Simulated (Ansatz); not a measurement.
Compare A (`C=[C](N)[GeH3]`) with its isomer B (`C[N](C)[GeH]`).

Gas-phase electronic energies from Ansatz, PBE0-D4/def2-TZVP geometries. CBS: MP2 limit from def2 TZ/QZ plus the TZ coupled-cluster correction, frozen cores. DFT in def2-TZVPP. B3LYP here is the variant with VWN-RPA as its local correlation; programs differ in this. For Ge outer-core shells are correlated without core-valence functions, which leaves a few kJ/mol of doubt a bond. Scalar relativity is left out up to krypton. One conformer a species, not always the lowest.

Task: Which isomer does CCSD(T)/CBS put lower? Give the gap. (An estimate is asked.)

Result: Ansatz gave: B, by 30.9 kJ/mol.

Task: Give E(B) − E(A) in kJ/mol with CCSD(T)/def2-TZVPP, BLYP-D4, B2PLYP, HF/def2-TZVPP, CCSD(T)/def2-SVP, r2SCAN-D4, B3LYP. (Estimate.)

Result: Computed: CCSD(T)/def2-TZVPP -24.8, BLYP-D4 -46.0, B2PLYP -32.4, HF/def2-TZVPP -17.6, CCSD(T)/def2-SVP -44.1, r2SCAN-D4 -22.7, B3LYP -36.1. None reverses the order clearly.

Task: Does the order hold for the free energy at 298.15 K (harmonic terms from PBE0-D4)? (An estimate is asked.)

Result: Computed: Yes: G(B) − G(A) = -12.1 kJ/mol, for one conformer each.

Largest T1 diagnostic: 0.016.

In def2-TZVPP, CCSD(T) changes the Hartree–Fock value by −7.2 kJ/mol (the triples alone add −0.3 kJ/mol) and MP2 by −5.1 kJ/mol. From BLYP to BHLYP (50 % exact exchange), in def2-TZVPP and without D4, E(B) − E(A) moves by +10.8 kJ/mol.
